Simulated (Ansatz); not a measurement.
Reaction (formal exchange of groups at a Ge–C bond): `[SiH3][GeH2][CH2]S` + `N=CCO` → `O[CH2][GeH2][SiH3]` + `N=CCS`

Calculated with Ansatz (gas phase, PBE0-D4/def2-TZVP geometries, no zero-point term in ΔE). CBS: MP2 limit from def2 TZ/QZ plus the TZ coupled-cluster correction, frozen cores. DFT in def2-TZVPP. B3LYP here is the variant with VWN-RPA as its local correlation; programs differ in this. For Ge outer-core shells are correlated without core-valence functions, which leaves a few kJ/mol of doubt a bond. Scalar relativity is left out up to krypton. Each species was taken in one conformer, which may not be the lowest.

`[SiH3][GeH2][CH2]S`:

Z-matrix (Å, degrees):
```
Si
Ge 1 2.381
H 1 1.487 2 109.1
H 1 1.488 2 109.9 3 -119.0
H 1 1.484 2 111.1 3 120.7
C 2 1.969 1 108.4 3 -41.3
H 2 1.543 1 110.9 3 -158.7
H 2 1.544 1 112.3 3 80.5
S 6 1.808 2 111.6 1 -51.2
H 6 1.091 2 112.0 1 -176.5
H 6 1.092 2 108.6 1 64.5
H 9 1.343 6 97.5 2 -52.0
```

`N=CCO`:

Cartesian coordinates in Å:
```
N 1.153 -0.581 -0.667
C 0.356 -0.551 0.312
C -0.743 0.460 0.310
O -0.722 1.258 -0.828
H 1.865 -1.301 -0.575
H 0.410 -1.221 1.177
H -1.702 -0.075 0.399
H -0.649 1.071 1.222
H 0.032 0.939 -1.350
```

`O[CH2][GeH2][SiH3]`:

Z-matrix (Å, degrees):
```
C
Ge 1 1.973
O 1 1.414 2 108.3
H 1 1.098 2 108.4 3 -121.7
H 1 1.098 2 108.4 3 121.7
Si 2 2.383 1 109.9 3 -179.8
H 2 1.539 1 109.0 3 59.4
H 2 1.539 1 109.0 3 -59.0
H 3 0.961 1 108.7 2 -180.0
H 6 1.487 2 110.6 1 -180.0
H 6 1.488 2 110.4 1 -59.8
H 6 1.488 2 110.4 1 59.9
```

`N=CCS`:

Cartesian coordinates in Å:
```
N 1.716 0.575 0.413
C 0.464 0.419 0.443
C -0.179 -0.751 -0.223
S -1.325 -0.234 -1.533
H 1.992 1.424 0.904
H -0.225 1.120 0.933
H 0.589 -1.356 -0.706
H -0.714 -1.375 0.496
H -2.318 0.178 -0.728
```

Problem. Is it downhill or uphill in electronic energy at CCSD(T)/CBS, and by how much? (Estimate.)

Solution. Computed: Uphill: ΔE = +0.36 eV.

Problem. What do these levels give: PBE-D4, r2SCAN-D4, PBE0-D4, B3LYP-D4, PBE0, B3LYP, HF/def2-TZVPP, CCSD/def2-TZVPP, CCSD(T)/def2-TZVPP, HF/def2-QZVPP, HF/CBS(def2), CCSD/CBS(def2)? (Estimate.)

Solution. Ansatz gave: PBE-D4 0.38, r2SCAN-D4 0.39, PBE0-D4 0.40, B3LYP-D4 0.35, PBE0 0.37, B3LYP 0.30, HF/def2-TZVPP 0.28, CCSD/def2-TZVPP 0.34, CCSD(T)/def2-TZVPP 0.36, HF/def2-QZVPP 0.28, HF/CBS(def2) 0.28, CCSD/CBS(def2) 0.35 eV.

Largest T1 diagnostic among the species: 0.012.

In def2-TZVPP, CCSD(T) changes the Hartree–Fock value by +0.07 eV (the triples alone add +0.02 eV) and MP2 by +0.10 eV. The D4 term adds +0.05 eV with B3LYP and +0.03 eV with PBE0; it sums over pairs of atoms, weighted by their polarisabilities, and B3LYP, whose exchange is more repulsive, gets the larger term.
